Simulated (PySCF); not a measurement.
## Potential energy of HgF⁺ along the bond

Set-up: Hg cc-pVDZ-PP with ECP60, F cc-pVDZ; scalar-relativistic core potentials (PySCF 2.14). Energies in eV from Hg⁺ + F in their ground configurations at the same level. State: ¹Σ⁺ (singlet), closed shell.

All columns are M06. A positive dipole points towards F; it is taken about the centre of mass and depends on that origin.

```csv
R (Å),E (eV),μ (D),Mulliken charge on Hg (basis-dependent),HOMO (eV),LUMO (eV),Mayer bond order,⟨S²⟩
1.663,-0.366,-3.44,1.28,-17.80,-11.60,1.11,0.00
1.741,-1.141,-3.68,1.29,-17.61,-11.84,1.10,0.00
1.818,-1.559,-3.86,1.28,-17.40,-12.04,1.10,0.00
1.876,-1.709,-3.96,1.28,-17.23,-12.17,1.10,0.00
1.934,-1.756,-4.04,1.27,-17.07,-12.29,1.10,0.00
1.992,-1.730,-4.10,1.25,-16.93,-12.40,1.11,0.00
2.069,-1.612,-4.15,1.23,-16.75,-12.54,1.11,0.00
2.166,-1.381,-4.17,1.21,-16.57,-12.69,1.11,0.00
2.282,-1.038,-4.15,1.18,-16.41,-12.86,1.11,0.00
2.437,-0.543,-4.07,1.15,-16.27,-13.05,1.10,0.00
```

A fit through these points gives, at Re = 1.939 Å, μ = -4.05 D and dμ/dR = -1.16 D/Å; the reduced mass is 17.36 u.

Task: How strong is the fundamental in the double-harmonic approximation, I = 42.26·(dμ/dR)²/μred km/mol?

Result: I = 42.26·(-1.16)²/17.36 = 3.28 km/mol at M06.

Spin–orbit coupling is left out, which matters for elements this heavy, above all for dissociation energies. For an ion De counts to the pair picked by the measured ionisation energies or electron affinities, which need not be the lowest pair at this level.
